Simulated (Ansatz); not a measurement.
Two spin states of BeO, each at its own minimum; 2S+1 = 1, 3 were tried, and the measured ground state has 1.

Each state is the lowest solution found for its spin in def2 and cc sets. The singlet is a restricted closed-shell determinant, which can mix singlet states where a π or δ shell is part-filled.

Correlated levels freeze the inner cores; with def2 sets outer-core shells near the valence are correlated too.

Programs: Ansatz (Gaussian basis) for Hartree–Fock, density functionals and correlated methods. 

Task: One of these levels gives 16.69 kcal/mol for the energy of the multiplicity-3 state above the multiplicity-1 state. Which one is it?
(A) wB97X-V/def2-TZVPP
(B) PBE/def2-TZVPP
(C) CCSD(T)/def2-TZVPP
(D) PBE0/def2-TZVPP

Result: A, wB97X-V/def2-TZVPP. The others give 24.51 (PBE/def2-TZVPP), 14.62 (PBE0/def2-TZVPP), 19.37 (CCSD(T)/def2-TZVPP)

Ansatz is a program for electronic structure.
